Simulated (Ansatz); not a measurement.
Geometry optimisation, RKS PBE0-D4/cc-pVDZ in Ansatz 0.2.0.

Input file:

```yaml
crystal:
  periodic: [false, false, false]
  atoms:
    - { symbol: Al, position_ang: [0.060241, -0.311794, -0.063404] }
    - { symbol: O, position_ang: [0.032621, -0.256358, 1.705225] }
    - { symbol: H, position_ang: [-0.812367, -0.435342, 2.131372] }
    - { symbol: "N", position_ang: [1.682872, -0.357456, -0.79931] }
    - { symbol: H, position_ang: [1.855725, -0.51281, -1.788981] }
    - { symbol: H, position_ang: [2.559222, -0.271174, -0.295742] }
    - { symbol: H, position_ang: [-1.25157, -0.567101, -0.911856] }
    - { symbol: "N", position_ang: [-0.080838, 2.633625, 0.905945] }
    - { symbol: H, position_ang: [0.819229, 3.11584, 0.902477] }
    - { symbol: H, position_ang: [-0.778995, 3.333089, 1.160419] }
    - { symbol: H, position_ang: [-0.03364, 1.954982, 1.693154] }
basis:
  gaussian: { orbitals: cc-pVDZ }
hamiltonian:
  xc: pbe0
  dispersion: d4
relax:
  f_tol: 0.03
  max_steps: 50
```

Run as:

```bash
$ ansatz run input.yaml --threads 2 --pin off --max-ram 3072MiB --backend cpu --events-out ev --progress --plain --runs-dir out
```

Question: Where does it end, and by what steps?

Answer: The run converged. After 15 steps the energy has fallen by 0.856 eV; H10 moved furthest, 0.88 Å. Joined: Al1–N8 (3.10 → 2.06 Å).

```
step  energy less start (eV)  largest force component (eV/Å)  accepted
   0                  0.0000                           0.784       yes
   1                 -0.1617                           0.487       yes
   2                 -0.3484                           0.516       yes
   3                 -0.5739                           0.414       yes
   4                 -0.6905                           0.979       yes
   5                 -0.7556                           0.827       yes
   6                 -0.7836                           1.053       yes
   7                 -0.7951                           0.785       yes
   8                 -0.8331                           0.384       yes
   9                 -0.8176                           0.662        no
  10                 -0.8476                           0.133       yes
  11                 -0.8506                           0.270       yes
  12                 -0.8551                           0.128       yes
  13                 -0.8556                           0.075       yes
  14                 -0.8558                           0.054       yes
  15                 -0.8561                           0.011       yes
```

```xyz
11
Properties=species:S:1:pos:R:3
Al -0.033 0.250 0.183
O -0.206 -0.232 1.877
H -0.307 -1.159 2.106
N 1.588 0.037 -0.628
H 1.640 -0.340 -1.570
H 2.399 -0.297 -0.113
H -1.303 0.201 -0.801
N 0.046 2.218 0.795
H 0.940 2.634 0.531
H -0.699 2.820 0.444
H -0.014 2.194 1.816
```

The run took 32 s on 2 threads of Arm Neoverse V2, on a shared host, peak memory 0.19 GiB.
